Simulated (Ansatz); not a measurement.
Species: H8N2Si2, SMILES `N[SiH](N)[SiH3]` (charge 0, multiplicity 1).

Problem. Give a relaxed geometry from Ansatz (a first-principles code) with PBE0-D4/def2-TZVP.

Solution. Several could match; the one computed here: the end point of this relaxation, one of several conformers (outside a Z-matrix the atoms follow the SMILES, hydrogens last).
Bonds (Å): N1–Si2 1.721, N1–H5 1.007, N1–H6 1.007, Si2–N3 1.721, Si2–Si4 2.342, Si2–H7 1.487, N3–H8 1.007, N3–H9 1.007, Si4–H10 1.494, Si4–H11 1.488, Si4–H12 1.488. Bond angles (°): Si2–N1–H5 121.2, Si2–N1–H6 121.5, H5–N1–H6 111.1, N1–Si2–N3 121.3, N1–Si2–Si4 106.3, N1–Si2–H7 104.7, N3–Si2–Si4 106.2, N3–Si2–H7 104.7, Si4–Si2–H7 114.0, Si2–N3–H8 121.2, Si2–N3–H9 121.5, H8–N3–H9 111.1, Si2–Si4–H10 109.6, Si2–Si4–H11 111.7, Si2–Si4–H12 111.7, H10–Si4–H11 107.5, H10–Si4–H12 107.5, H11–Si4–H12 108.6.
